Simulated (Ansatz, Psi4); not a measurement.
Psi4 → Ansatz

Psi4 1.11 runs this on BGeSiH4F (SMILES F[SiH]1[BH][GeH2]1):

bfgeh4si.inp:
```
memory 1600 mb

molecule m {
  0 1
  F
  Si 1 R2
  B 2 R3 1 A3
  Ge 3 R4 2 A4 1 D4
  H 2 R5 1 A5 3 D5
  H 3 R6 2 A6 5 D6
  H 4 R7 3 A7 6 D7
  H 4 R8 7 A8 5 D8

  R2 = 1.593257
  R3 = 1.853387
  A3 = 128.93901
  R4 = 1.921372
  A4 = 100.29026
  D4 = 179.67985
  R5 = 1.480206
  A5 = 105.45956
  D5 = 179.97889
  R6 = 1.186643
  A6 = 133.10954
  D6 = 179.94833
  R7 = 1.537306
  A7 = 123.68941
  D7 = 179.97603
  R8 = 1.538365
  A8 = 108.4964
  D8 = 179.85266
  symmetry c1
  no_reorient
  no_com
}

set {
  basis 3-21G
  puream true
  e_convergence 1e-09
  d_convergence 1e-08
  scf_type pk
}

E, wfn = energy("scf", return_wfn=True)
```

```bash
$ psi4 -n 1 bfgeh4si.inp bfgeh4si.out
```

The coordinates come from a PBE0-D4/def2-TZVP relaxation.

It gives a total energy of -2478.471477 Eh.

Problem. Write the same calculation for Ansatz 0.2.0 as an input file of the program's own.

Solution. For example:

input.yaml:
```yaml
crystal:
  periodic: [false, false, false]
  atoms:
    - {symbol: F, position_ang: [-2.802200, -0.097000, 1.042600]}
    - {symbol: Si, position_ang: [-1.254200, -0.152100, 0.669600]}
    - {symbol: B, position_ang: [-0.400100, 0.469700, -0.853200]}
    - {symbol: Ge, position_ang: [1.417000, -0.002300, -0.444500]}
    - {symbol: H, position_ang: [-0.596000, -0.820500, 1.814600]}
    - {symbol: H, position_ang: [-0.786100, 1.014100, -1.834400]}
    - {symbol: H, position_ang: [1.843400, -0.708900, 0.852500]}
    - {symbol: H, position_ang: [2.670300, 0.239800, -1.303100]}
basis:
  gaussian: {orbitals: 3-21G-spherical.json}
total_charge: 0
hamiltonian: {xc: hf}
accuracy: high
output: {orbitals: {seedname: orbitals}}
```

```bash
$ ansatz run input.yaml --threads 1 --pin off --max-ram 3480MiB --events-out events.jsonl --progress --plain --runs-dir runs
```

(Basis files named in the input come from the Basis Set Exchange and aren't shown.)

Its energy is -2478.471488 Eh, 0.011 mEh from the first.
